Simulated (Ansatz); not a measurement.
Species: H6Si4, SMILES `[SiH]1=[SiH][SiH2][SiH2]1` (charge 0, multiplicity 1).

Task: Give a relaxed geometry from PBE0-D3(BJ)/def2-TZVP (Ansatz, a quantum-chemistry and plane-wave program).

Result: the end point of this relaxation (outside a Z-matrix the atoms follow the SMILES, hydrogens last).
Bonds (Å): Si1–Si2 2.144, Si1–Si4 2.308, Si1–H5 1.486, Si2–Si3 2.308, Si2–H6 1.486, Si3–Si4 2.355, Si3–H7 1.489, Si3–H8 1.489, Si4–H9 1.489, Si4–H10 1.489. Bond angles (°): Si2–Si1–Si4 92.6, Si2–Si1–H5 134.3, Si4–Si1–H5 133.1, Si1–Si2–Si3 92.6, Si1–Si2–H6 134.3, Si3–Si2–H6 133.1, Si2–Si3–Si4 87.4, Si2–Si3–H7 115.7, Si2–Si3–H8 115.7, Si4–Si3–H7 114.6, Si4–Si3–H8 114.6, H7–Si3–H8 108.0, Si1–Si4–Si3 87.4, Si1–Si4–H9 115.7, Si1–Si4–H10 115.7, Si3–Si4–H9 114.6, Si3–Si4–H10 114.6, H9–Si4–H10 108.0.
